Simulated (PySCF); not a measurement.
(Me)3Si-NH-SiH3, C₃H₁₃NSi₂.
Geometry (PBE0-D3(BJ)/def2-SVP, Å), atoms numbered from 1 in this order:
```xyz
19
C3H13NSi2 angstrom
Si    -0.439    0.241    0.070
C      0.456    1.866   -0.227
C     -0.432   -0.133    1.911
C     -2.201    0.336   -0.572
N      0.348   -1.055   -0.817
Si     1.995   -1.584   -0.717
H      0.464    2.124   -1.297
H      1.502    1.808    0.115
H     -0.027    2.691    0.322
H     -0.906    0.679    2.486
H      0.597   -0.250    2.287
H     -0.977   -1.066    2.124
H     -2.222    0.571   -1.648
H     -2.736   -0.616   -0.418
H     -2.766    1.123   -0.048
H     -0.242   -1.543   -1.484
H      2.647   -0.798    0.375
H      2.111   -3.042   -0.395
H      2.766   -1.359   -1.983
```

A calculation gives these core lines: C 1s: 289.79 eV; N 1s: 403.75 eV; Si 1s: 1846.08 (area 1), 1846.66 (area 1) eV; Si 2p3/2: 106.16 (area 1), 106.80 (area 1) eV.

Theory: delta-SCF UKS SCAN, pcX-2 on the ionised atom, pcseg-1 elsewhere, spin-free X2C (PySCF 2.14.0). Geometry: PBE0-D3(BJ)/def2-SVP; no solvent, vibrations or thermal averaging.

**Question.** Assign the Si 1s lines to atoms.

**Answer.** 1846.08 eV: Si1 (silicon bonded to 3 C and N); 1846.66 eV: Si6 (silicon bonded to N and 3 H). The listed Si 1s values span 0.58 eV, from Si1 (bonded to N and 3 C) to Si6 (bonded to N and 3 H).

**Question.** Order the silicon atoms by Si 2p3/2 binding energy.

**Answer.** 106.16 eV: Si1 (silicon bonded to 3 C and N); 106.80 eV: Si6 (silicon bonded to N and 3 H). The listed Si 2p3/2 values span 0.64 eV, from Si1 (bonded to N and 3 C) to Si6 (bonded to N and 3 H).

Bonded neighbours of each site: Si1: N and 3 C; C2/C3/C4: 3 H and Si; N5: H and 2 Si; Si6: N and 3 H.

**Question.** Which photon energy gives electrons from Si 1s of Si1 a kinetic energy of 50 eV, and what is their de Broglie wavelength?

**Answer.** hν = 1846.08 + 50 = 1896.08 eV, recoil neglected; λ = 12.264 Å/√(E/eV) = 1.73 Å.

One atom of each set of topologically equivalent atoms was ionised and stands for the set; in this conformer not all members are related by symmetry, and their own values weren't computed. Spin–orbit and ligand-field terms were added within each 2p shell after the spin-free SCF. 2p1/2 minus 2p3/2 (ligand field included): Si 0.62 eV.

Hardware: an AMD EPYC with one thread (shared host). Cost: 2.1 min, 0.70 GiB resident at most.
